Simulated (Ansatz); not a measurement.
Relaxation of BH6NSSi (10 atoms, charge 0, multiplicity 1), to a largest force component of 0.015 eV/Å in at most 40 steps.

Theory: RKS BHLYP-D4/6-31G* (Ansatz 0.2.0).

```xyz
10
Properties=species:S:1:pos:R:3:forces:R:3
Si -1.086 0.221 -0.739 -1.63 0.98 -0.61
N -0.467 -1.011 0.317 2.53 0.02 0.38
B 0.651 -0.410 1.111 0.12 -1.25 0.24
S 2.405 0.022 0.301 -0.84 -2.03 0.77
H -2.269 -0.290 -1.523 0.54 0.06 0.34
H -1.597 1.419 0.058 0.46 -0.78 -0.25
H -0.078 0.721 -1.695 -0.03 -0.02 0.00
H -0.026 -1.739 -0.298 -0.61 1.01 0.63
H 0.601 -0.337 2.343 -0.20 0.39 -1.26
H 2.785 -1.326 0.507 -0.33 1.62 -0.24
```

Problem. Where does it end, and by what steps?

Solution. The forces met the threshold. The force dipped under the threshold on the way, but the program's further checks kept it going. After 25 steps the energy has fallen by 1.948 eV; S4 moved furthest, 1.63 Å.

```json
{"step": "0", "energy less start (eV)": "0.0000", "largest force component (eV/Å)": "2.526", "accepted": "yes"}
{"step": "1", "energy less start (eV)": "-0.4269", "largest force component (eV/Å)": "1.556", "accepted": "yes"}
{"step": "2", "energy less start (eV)": "-0.7125", "largest force component (eV/Å)": "1.134", "accepted": "yes"}
{"step": "3", "energy less start (eV)": "-0.9401", "largest force component (eV/Å)": "0.947", "accepted": "yes"}
{"step": "4", "energy less start (eV)": "-1.1647", "largest force component (eV/Å)": "0.656", "accepted": "yes"}
{"step": "5", "energy less start (eV)": "-1.3253", "largest force component (eV/Å)": "1.452", "accepted": "yes"}
{"step": "6", "energy less start (eV)": "-1.5516", "largest force component (eV/Å)": "1.086", "accepted": "yes"}
{"step": "7", "energy less start (eV)": "-1.7305", "largest force component (eV/Å)": "0.730", "accepted": "yes"}
{"step": "8", "energy less start (eV)": "-1.8682", "largest force component (eV/Å)": "0.368", "accepted": "yes"}
{"step": "9", "energy less start (eV)": "-1.9058", "largest force component (eV/Å)": "0.638", "accepted": "yes"}
{"step": "10", "energy less start (eV)": "-1.9396", "largest force component (eV/Å)": "0.218", "accepted": "yes"}
{"step": "11", "energy less start (eV)": "-1.9386", "largest force component (eV/Å)": "0.338", "accepted": "no"}
{"step": "12", "energy less start (eV)": "-1.9424", "largest force component (eV/Å)": "0.060", "accepted": "yes"}
{"step": "13", "energy less start (eV)": "-1.9439", "largest force component (eV/Å)": "0.027", "accepted": "yes"}
{"step": "14", "energy less start (eV)": "-1.9446", "largest force component (eV/Å)": "0.055", "accepted": "yes"}
{"step": "15", "energy less start (eV)": "-1.9447", "largest force component (eV/Å)": "0.111", "accepted": "yes"}
{"step": "16", "energy less start (eV)": "-1.9458", "largest force component (eV/Å)": "0.052", "accepted": "yes"}
{"step": "17", "energy less start (eV)": "-1.9465", "largest force component (eV/Å)": "0.010", "accepted": "yes"}
{"step": "18", "energy less start (eV)": "-1.9472", "largest force component (eV/Å)": "0.027", "accepted": "yes"}
{"step": "19", "energy less start (eV)": "-1.9435", "largest force component (eV/Å)": "0.141", "accepted": "no"}
{"step": "20", "energy less start (eV)": "-1.9425", "largest force component (eV/Å)": "0.207", "accepted": "no"}
{"step": "21", "energy less start (eV)": "-1.9473", "largest force component (eV/Å)": "0.010", "accepted": "yes"}
{"step": "22", "energy less start (eV)": "-1.9476", "largest force component (eV/Å)": "0.031", "accepted": "yes"}
{"step": "23", "energy less start (eV)": "-1.9477", "largest force component (eV/Å)": "0.023", "accepted": "yes"}
{"step": "24", "energy less start (eV)": "-1.9477", "largest force component (eV/Å)": "0.005", "accepted": "yes"}
{"step": "25", "energy less start (eV)": "-1.9478", "largest force component (eV/Å)": "0.006", "accepted": "yes"}
```

```xyz
10
Properties=species:S:1:pos:R:3
Si -1.269 0.247 -0.722
N 0.215 -0.510 -0.199
B 0.892 -0.261 1.003
S 2.437 -1.069 1.510
H -2.315 -0.768 -0.955
H -1.691 1.177 0.335
H -1.064 0.977 -1.990
H 0.617 -1.187 -0.826
H 0.465 0.527 1.778
H 2.631 -1.862 0.448
```

Whether the end is a true minimum wasn't checked by a vibrational analysis.

Run time: 71 s on 1 thread of AMD EPYC 9R14 (Zen 4), on a shared host, peak memory 0.18 GiB.
